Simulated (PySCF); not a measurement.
# Silicon: a sound run and one with changed settings

Sound run: Si²⁺ [Ne] 3s2, Si³⁺ [Ne] 3s1. Calculation: PySCF 2.14, in aug-cc-pVDZ-DK (5s4p2d, 27 functions); scalar relativity by spin-free X2C-1e. In the sound run the correlated levels freeze [Ne]. The sound run starts from symmetry-adapted Hartree-Fock orbitals and uses a fine grid where one is needed.

Changed run: all electrons correlated in a basis built for the valence shell.

| species | method | sound run (hartree) | changed run (hartree) | converged |
| --- | --- | --- | --- | --- |
| Si²⁺ | MP2 | -288.62001 | -288.62619 | yes |
| Si²⁺ | CCSD(T) | -288.63467 | -288.64077 | yes |
| Si³⁺ | MP2 | n/a | -287.41882 | yes |
| Si³⁺ | CCSD(T) | n/a | -287.41903 | yes |

Ionisation energy of Si²⁺:

```tsv
method	sound run (eV)	changed run (eV)
UHF	32.057	32.057
MP2	32.841	32.854
SCS-MP2	32.998	33.007
CCSD	33.240	33.242
CCSD(T)	33.240	33.245
```

A valence basis has no tight correlating functions, so it recovers only part of the core correlation, and not evenly between atom and ion.

For comparison, NIST gives 33.493 eV between the lowest levels.
